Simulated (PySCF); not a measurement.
Species: C7H7OPSi.
SMILES: `[SiH3]c1oc2ccccc2p1`

A linear-response calculation (PySCF, def2-SVPD basis, gas phase, vertical, core orbitals frozen in the response) gave these numbers; the functional is withheld.

Orbital energies (eV): HOMO-3 -9.68, HOMO-2 -9.63, HOMO-1 -8.50, HOMO -7.80, LUMO -0.65, LUMO+1 0.76, LUMO+2 0.86.

```tsv
state	E (eV)	f	main configurations (H = HOMO, L = LUMO)
S1	4.65	0.228	H→L (94%)
S2	4.93	0.067	H-1→L (73%), H→L+2 (19%)
S3	5.45	0.0060	H-3→L (91%)
S4	5.76	0.048	H→L+1 (64%), H→L+2 (13%), H-1→L+1 (8%)
S5	5.95	0.258	H→L+1 (30%), H→L+2 (29%), H-1→L+1 (21%)
S6	6.03	0.0003	H→L+4 (37%), H→L+3 (36%)
```

Triplets, Tamm–Dancoff:

```tsv
state	E (eV)	λ (nm)	main configurations (H = HOMO, L = LUMO)
T1	2.77	447.6	H→L (84%)
T2	3.99	310.8	H→L+1 (34%), H-1→L (23%), H-2→L (15%)
T3	4.31	287.6	H-1→L (61%), H-2→L (11%), H-1→L+2 (9%)
T4	4.64	266.9	H-3→L (81%), H-3→L+1 (12%)
```

Vertical ionisation energy by ΔSCF with the same functional: 8.38 eV. Mean static polarisability: 137.8 au.

Question: Which of these was used?
A. HF
B. CAM-B3LYP
C. PBE
D. B3LYP

Answer: B. CAM-B3LYP is range-separated, 19% exact exchange at short range and 65% at long range (ω = 0.33 bohr⁻¹). In this run −ε(HOMO) = 7.80 eV differs from the ΔSCF value by -0.58 eV, and S1 differs from the orbital gap of 7.16 eV by -2.51 eV. The ratio −ε(HOMO)/IP is 0.93. Usual ranges for neutral molecules in this basis: 0.85 to 0.93 with CAM-B3LYP, 0.5 to 0.7 with PBE, 0.67 to 0.83 with B3LYP; Hartree–Fock can't fall below 1, since the ion's relaxation only lowers the ΔSCF value. The other options: PBE, a GGA without exact exchange; HF, time-dependent Hartree–Fock, 100% exact exchange; B3LYP, a global hybrid with 20% exact exchange.

Computed, not measured: TDDFT CAM-B3LYP/def2-SVPD, vertical, gas phase, core orbitals frozen in the response in PySCF. Geometry: PBE0-D3(BJ)/def2-SVP; no solvent, vibrations or thermal averaging.
